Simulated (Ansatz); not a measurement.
Geometry optimisation, RKS PBE/6-31G* (Ansatz).

input.yaml

```yaml
crystal:
  periodic: [false, false, false]
  atoms:
    - { symbol: O, position_ang: [-0.8014, -0.2641, 1.3495] }
    - { symbol: Si, position_ang: [0.0303, 0.0807, -0.0137] }
    - { symbol: O, position_ang: [-0.98783, 0.52827, -1.20195] }
    - { symbol: F, position_ang: [0.88462, -1.23902, -0.52206] }
    - { symbol: Cl, position_ang: [1.2509, 1.68171, 0.31193] }
    - { symbol: H, position_ang: [-1.342, 0.5606, 1.6687] }
    - { symbol: H, position_ang: [-0.57249, 0.64364, -2.09266] }
basis:
  gaussian: { orbitals: "6-31G*" }
hamiltonian:
  xc: pbe
relax:
  f_tol: 0.015
  max_steps: 40
```

Run as:

```bash
$ ansatz run input.yaml --threads 1 --pin off --max-ram 2048MiB --backend cpu --events-out ev --progress --plain --runs-dir out
```

Question: Where does it end, and by what steps?

Answer: The run converged. After 12 steps the energy has fallen by 0.213 eV; H6 moved furthest, 0.32 Å.

```json
{"step": "0", "energy less start (eV)": "0.0000", "largest force component (eV/Å)": "1.856", "accepted": "yes"}
{"step": "1", "energy less start (eV)": "-0.1558", "largest force component (eV/Å)": "1.019", "accepted": "yes"}
{"step": "2", "energy less start (eV)": "-0.1576", "largest force component (eV/Å)": "1.563", "accepted": "yes"}
{"step": "3", "energy less start (eV)": "-0.1982", "largest force component (eV/Å)": "0.122", "accepted": "yes"}
{"step": "4", "energy less start (eV)": "-0.2003", "largest force component (eV/Å)": "0.053", "accepted": "yes"}
{"step": "5", "energy less start (eV)": "-0.2031", "largest force component (eV/Å)": "0.423", "accepted": "yes"}
{"step": "6", "energy less start (eV)": "-0.2055", "largest force component (eV/Å)": "0.128", "accepted": "yes"}
{"step": "7", "energy less start (eV)": "-0.2073", "largest force component (eV/Å)": "0.045", "accepted": "yes"}
{"step": "8", "energy less start (eV)": "-0.2084", "largest force component (eV/Å)": "0.220", "accepted": "yes"}
{"step": "9", "energy less start (eV)": "-0.2107", "largest force component (eV/Å)": "0.219", "accepted": "yes"}
{"step": "10", "energy less start (eV)": "-0.2124", "largest force component (eV/Å)": "0.077", "accepted": "yes"}
{"step": "11", "energy less start (eV)": "-0.2129", "largest force component (eV/Å)": "0.028", "accepted": "yes"}
{"step": "12", "energy less start (eV)": "-0.2129", "largest force component (eV/Å)": "0.007", "accepted": "yes"}
```

```xyz
7
Properties=species:S:1:pos:R:3
O -0.734 -0.172 1.396
Si 0.069 0.085 -0.015
O -1.026 0.417 -1.206
F 0.920 -1.243 -0.305
Cl 1.437 1.632 0.103
H -1.537 0.372 1.502
H -0.668 0.902 -1.974
```

Whether the end is a true minimum wasn't checked by a vibrational analysis.

The run took 24 s on 1 thread of Intel(R) Xeon(R) 6975P-C (Granite Rapids) (shared host), peak memory 0.16 GiB.
